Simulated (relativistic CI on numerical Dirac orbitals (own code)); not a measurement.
# Crystal-field levels of Tm⁴⁺, 4f11

Calculated by Dirac-Coulomb-Breit CI, KLI orbitals optimised for each configuration, QED by a radiative potential, valence Slater integrals scaled by 0.85, one configuration in a parametric crystal field (own radial code).

Field parameters in Wybourne normalisation; cubic f-shell fields have B⁴₄ = √(5/14) B⁴₀ and B⁶₄ = −√(7/2) B⁶₀. The field is a parameter set, without covalency.

S and J are read from ⟨S²⟩ = S(S + 1) and ⟨J²⟩ = J(J + 1) of each level; they are not fictitious spins.

C2v, B20 = 900, B22 = 120, B40 = 480, B42 = -490, B44 = 310, B60 = -500, B62 = 290, B64 = -160, B66 = 600 cm⁻¹, the lowest 16 levels:

| E (cm⁻¹) | Degeneracy | S | J |
| --- | --- | --- | --- |
| 0.0 | 2 | 1.48 | 7.50 |
| 101 | 2 | 1.48 | 7.50 |
| 142 | 2 | 1.48 | 7.50 |
| 296 | 2 | 1.48 | 7.50 |
| 334 | 2 | 1.48 | 7.50 |
| 393 | 2 | 1.48 | 7.50 |
| 427 | 2 | 1.48 | 7.50 |
| 476 | 2 | 1.48 | 7.50 |
| 7717 | 2 | 1.49 | 6.50 |
| 7768 | 2 | 1.49 | 6.50 |
| 7786 | 2 | 1.49 | 6.50 |
| 7858 | 2 | 1.49 | 6.50 |
| 7908 | 2 | 1.49 | 6.50 |
| 7946 | 2 | 1.49 | 6.50 |
| 7977 | 2 | 1.49 | 6.50 |
| 11752 | 2 | 1.35 | 5.50 |

Principal g values of the ground doublet: 0.35, 0.67, 15.15.

Oh, B40 = -3270, B60 = 680 cm⁻¹, the lowest 10 levels:

```
E (cm⁻¹)  Degeneracy  Irrep     S     J
     0.0           2     Γ6  1.48  7.50
    31.6           2     Γ7  1.48  7.50
    44.6           4     Γ8  1.48  7.50
     698           4     Γ8  1.48  7.50
     727           4     Γ8  1.48  7.50
    7688           4     Γ8  1.49  6.49
    7729           2     Γ7  1.49  6.49
    8069           2     Γ7  1.49  6.50
    8139           4     Γ8  1.49  6.50
    8180           2     Γ6  1.49  6.49
```

Principal g values of the ground doublet: 5.97, 5.97, 5.97.

Oh, B40 = -520, B60 = 220 cm⁻¹, the lowest 10 levels:

```csv
E (cm⁻¹),Degeneracy,Irrep,S,J
0.0,2,Γ7,1.48,7.50
38.5,4,Γ8,1.48,7.50
47.0,2,Γ6,1.48,7.50
181,4,Γ8,1.48,7.50
214,4,Γ8,1.48,7.50
7645,2,Γ7,1.49,6.50
7648,4,Γ8,1.49,6.50
7728,4,Γ8,1.49,6.50
7731,2,Γ7,1.49,6.50
7735,2,Γ6,1.49,6.50
```

Principal g values of the ground doublet: 6.79, 6.79, 6.79.

The next free-ion level lies 7581 cm⁻¹ above the lowest; the field splits the ground level into components whose J stays near 15/2 as long as their spread is small against that gap.

Levels of this model without a field, named by their leading LS term: ⁴I°15/2 0, ⁴I°13/2 7581, ⁴I°11/2 11542, ⁴I°9/2 13849, ⁴F°9/2 17983, ²H°11/2 21784, ⁴S°3/2 21973, ⁴F°7/2 24471 cm⁻¹.
